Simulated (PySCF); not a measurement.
AlH7O2Si2, SMILES [Al]([OH])([SiH2][SiH3])[OH].

Coordinates come from a TPSSh-D3(BJ)/def2-SVP optimisation. The structure was generated by enumeration; whether it is a known compound was not checked. The values are those of a single conformer.

Calculation: TPSSh-D3(BJ)/def2-SVP run with PySCF 2.14.0.

Frequencies are harmonic and unscaled.

Computed harmonic wavenumbers and intensities:
```csv
mode,ν (cm⁻¹),IR (km/mol),moving atoms (share of kinetic energy)
1,8,0.2,"O 54 %, Si 30 %, H 15 %"
2,68,0.3,"Si 57 %, O 22 %, H 17 %"
3,89,0.1,"H 87 %, O 11 %"
4,133,0.1,"O 41 %, H 28 %, Si 16 %, Al 15 %"
5,213,27.4,"O 51 %, Si 20 %, H 19 %, Al 10 %"
6,229,10.3,"Al 59 %, O 18 %, H 15 %"
7,278,0.3,H 93 %
8,326,14.7,"H 90 %, Si 8 %"
9,354,272.2,"H 79 %, O 17 %"
10,373,18.9,"Si 41 %, Al 28 %, H 19 %, O 12 %"
11,442,4.7,"Si 81 %, H 12 %"
12,464,292.5,"H 88 %, O 11 %"
13,496,24.9,"H 84 %, Si 14 %"
14,508,26.7,"H 84 %, Si 13 %"
15,550,0.3,"H 60 %, O 40 %"
16,684,150.4,"H 84 %, Si 13 %"
17,690,1.5,H 93 %
18,812,161.1,"O 48 %, Al 32 %, H 18 %"
19,887,281.5,"H 91 %, Si 8 %"
20,923,88.7,"Al 48 %, O 45 %"
21,923,18.4,H 94 %
22,953,40.3,H 98 %
23,957,67.5,H 97 %
24,2218,69.3,H 98 %
25,2225,32.4,H 96 %
26,2234,65.5,H 99 %
27,2242,145.2,H 96 %
28,2244,118.5,H 96 %
29,3894,31.1,H 94 %
30,3896,119.9,H 94 %
```
